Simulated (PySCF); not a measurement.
**Diatomic cations of C with the fourth-period p block**

PBE0 with double-zeta basis sets in PySCF, for the lowest determinant that a PBE0 search found; no spin–orbit coupling. De refers to high-spin ground-configuration atoms (the charge goes to the atom of lower measured ionisation energy or higher electron affinity, which is not always the lowest computed limit). A positive dipole points towards C; it is taken about the centre of mass and depends on that origin.

```csv
M,basis,charged atom,state (unpaired electrons),Re (Å),ωe (cm⁻¹),De (eV),μ (D)
Ga,cc-pVDZ-PP/cc-pVDZ,Ga+,"triplet (σ ↑, π ↑)",2.641,184,0.45,0.51
Ge,def2-SVPD,Ge+,"quartet (σ ↑, π ↑↑)",1.914,704,3.39,-0.11
Br,cc-pVDZ/cc-pVDZ-PP,C+,singlet (closed shell),1.700,1001,6.23,0.40
```

The shortest bond is that of CBr⁺ (1.700 Å), the longest that of GaC⁺ (2.641 Å). CBr⁺ is bound most strongly (6.23 eV) and GaC⁺ least (0.45 eV).

The rows differ in basis set, which adds steps of its own.

The state changes along the series, so neighbouring rows are not always alike in their bonding.

Weak bonds: GaC⁺. Basis-set superposition, not corrected here, can be much of De in a small basis, most of all at correlated wavefunction levels. For an ion De counts to the pair picked by the measured ionisation energies or electron affinities, which need not be the lowest pair at this level. States were picked by a PBE0 search and need not be the measured ground states.
